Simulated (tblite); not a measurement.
Species: C5H10SSi.
SMILES with atom numbers: `[CH2:1]=[C:2]1[CH2:3][C@@H:4]1[CH2:5][S:6][SiH3:7]` (hydrogens: H8, H9 on C1; H10, H11 on C3; H12 on C4; H13, H14 on C5; H15, H16, H17 on Si7)

A start from a force field or distance geometry was refined with tblite, GFN2-xTB geometry optimisation, gas phase. Values at the start:

| coordinate | start |
| --- | --- |
| C1=C2 | 1.324 Å |
| C1–H8 | 1.107 Å |
| C1–H9 | 1.072 Å |
| C2–C3 | 1.493 Å |
| C2–C4 | 1.489 Å |
| C3–C4 | 1.493 Å |
| C3–H10 | 1.102 Å |
| C3–H11 | 1.132 Å |
| C4–C5 | 1.513 Å |
| C4–H12 | 1.104 Å |
| C5–S6 | 1.803 Å |
| C5–H13 | 1.091 Å |
| C5–H14 | 1.119 Å |
| S6–Si7 | 2.150 Å |
| Si7–H15 | 1.453 Å |
| C1–C2–C3 | 148.6° |
| C1–C2–C4 | 151.3° |
| C2–C3–C4 | 59.8° |
| C2–C4–C3 | 60.1° |
| C2–C4–C5 | 114.4° |
| C3–C2–C4 | 60.1° |
| C3–C4–C5 | 120.8° |
| C5–S6–Si7 | 110.2° |
| C1–C2–C3–C4 | -179° |
| C2–C3–C4–C5 | 102° |
| C3–C4–C5–S6 | -130° |
| C4–C5–S6–Si7 | -67° |

Q: How do these coordinates change at the GFN2-xTB level?

A: 
```
  coordinate  GFN2-xTB (Å or °)  change
      C3–H11              1.081  -0.051
       C5–S6              1.836  +0.033
      C5–H14              1.089  -0.030
       C3–C4              1.523  +0.030
       C2–C3              1.464  -0.029
       C1–H8              1.078  -0.029
       C2–C4              1.468  -0.021
      C3–H10              1.081  -0.021
      C4–H12              1.086  -0.018
       C1=C2              1.307  -0.017
       C4–C5              1.502  -0.011
      S6–Si7              2.140  -0.010
     Si7–H15              1.460  +0.007
       C1–H9              1.078  +0.006
      C5–H13              1.091   0.000
   C5–S6–Si7              101.9    -8.3
    C2–C4–C5              119.9    +5.5
    C1–C2–C4              147.8    -3.5
    C3–C2–C4               62.6    +2.5
    C2–C4–C3               58.6    -1.5
    C2–C3–C4               58.8    -1.0
    C3–C4–C5              119.8    -1.0
    C1–C2–C3              149.5    +0.9
 C3–C4–C5–S6               -142     -12
 C2–C3–C4–C5                109      +7
C4–C5–S6–Si7                -63      +4
 C1–C2–C3–C4               -177      +2
```

The energy falls by 36.6 kJ/mol over 176 L-BFGS steps, the largest force on an atom goes from 1.80 to 0.010 eV/Å, and the atoms move by 0.655 Å rms after alignment. The bond that changes most is C3–H11 (allylic carbon to methylene hydrogen), which shortens by 0.051 Å. Bonds longer at the end by more than 0.005 Å: 4 of 17; shorter: 12. Among the dihedrals that turn most is C5–S6–Si7–H16, from -106° to -42°. Rotational constants go from 3127, 996.1, 930.2 to 3084, 975.5, 945.4 MHz.

On one thread, Arm Neoverse N1 (aarch64), shared host with 64 logical CPUs at a one-minute load of 60, this took 2.2 s wall.

Its GFN2-xTB frequencies are all real (lowest 24 cm⁻¹). One conformer, not necessarily the lowest.

All values are computed, not measured.
